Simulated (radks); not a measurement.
Effect of the nuclear size on neutral iodine, [Kr] 4d10 5s2 5p5. All-electron calculation, Dirac Kohn-Sham, LDA (Slater exchange, Perdew-Wang correlation), spin-unpolarised, spherical densities, finite nucleus; open shells fill j = l - 1/2 first; Fermi nuclear charge, rms radius 4.75 fm. Program: a radial shooting solver on a logarithmic mesh with Libxc functionals. The rms radius is varied about that value; shifts are against it.

rms radius (fm)  total energy shift (eV)  density at nucleus (e/bohr^3)  1s1/2 shift (meV)  2s1/2 shift (meV)  4p1/2 shift (meV)  5s1/2 shift (meV)
3.99                               -1.74                      2.556e+05               -729              -85.5              0.257             -0.446
4.4032                            -0.826                      2.513e+05               -346              -40.5              0.122             -0.212
4.75                                   0                       2.48e+05              0.000              0.000              0.000              0.000
4.9685                             0.547                      2.461e+05                229               26.8             -0.081              0.140
5.5195                              2.02                      2.417e+05                844               98.9             -0.298              0.516

Slopes of the eigenvalues against <r^2> in GHz/fm^2, as finite differences over the two radii next to the reference (eigenvalue slopes, not the field-shift constants of lines): 1s1/2 26200, 2s1/2 3070, 4p1/2 -9.25, 5s1/2 16.1.
